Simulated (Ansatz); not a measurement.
C₂H₈OSSi, SMILES `CO[SiH](C)S`, relaxed with RKS PBE0-D4/def2-TZVP in Ansatz 0.2.0 from a GFN2-xTB geometry. The force threshold is 0.005 eV/Å; the program also tests the step.

Charge 0, multiplicity 1.

Start:

```xyz
13

C     1.388    1.767    0.240
O     1.035    0.416    0.168
Si   -0.413   -0.269    0.368
C    -0.254   -1.992   -0.381
S    -1.858    0.950   -0.687
H     1.429    2.094    1.281
H     2.372    1.879   -0.215
H     0.666    2.386   -0.296
H    -0.845   -0.261    1.767
H    -1.173   -2.554   -0.245
H    -0.039   -1.954   -1.445
H     0.545   -2.543    0.101
H    -2.854    0.081   -0.655
```

| step | energy (eV) | largest force (eV/Å) | largest move (Å) |
| --- | --- | --- | --- |
| 1 | -22957.1619 | 1.080 | 0.000 |
| 2 | -22957.2076 | 0.529 | 0.176 |
| 3 | -22957.2300 | 0.373 | 0.116 |
| 4 | -22957.2543 | 0.279 | 0.200 |
| 5 | -22957.2699 | 0.241 | 0.200 |
| 6 | -22957.2775 | 0.104 | 0.151 |
| 7 | -22957.2793 | 0.106 | 0.069 |
| 8 | -22957.2861 | 0.160 | 0.200 |
| 9 | -22957.2874 | 0.366 | 0.124 |
| 10 | -22957.2943 | 0.198 | 0.200 |
| 11 | -22957.3041 | 0.079 | 0.200 |
| 12 | -22957.3047 | 0.057 | 0.014 |
| 13 (rejected) | -22957.2967 | 0.433 | 0.195 |
| 14 | -22957.3079 | 0.022 | 0.098 |
| 15 | -22957.3083 | 0.177 | 0.099 |
| 16 | -22957.3101 | 0.071 | 0.054 |
| 17 | -22957.3107 | 0.030 | 0.023 |
| 18 | -22957.3110 | 0.017 | 0.024 |
| 19 | -22957.3111 | 0.027 | 0.027 |
| 20 | -22957.3112 | 0.023 | 0.012 |
| 21 | -22957.3113 | 0.012 | 0.005 |
| 22 | -22957.3113 | 0.006 | 0.008 |
| 23 | -22957.3113 | 0.004 | 0.004 |

End:

```xyz
13

C     1.208    1.747    0.255
O     1.020    0.378   -0.013
Si   -0.411   -0.399    0.180
C    -0.158   -2.134   -0.410
S    -1.988    0.487   -0.976
H     0.958    1.990    1.295
H     2.258    1.987    0.087
H     0.595    2.367   -0.408
H    -0.831   -0.305    1.605
H    -1.045   -2.741   -0.215
H     0.041   -2.148   -1.484
H     0.696   -2.585    0.101
H    -2.343    1.357   -0.017
```

Hardware: 2 threads of an AMD EPYC 7R13 on a shared host and a share of an NVIDIA H100 80 GB. Wall time 67 s, peak host memory 0.87 GiB.
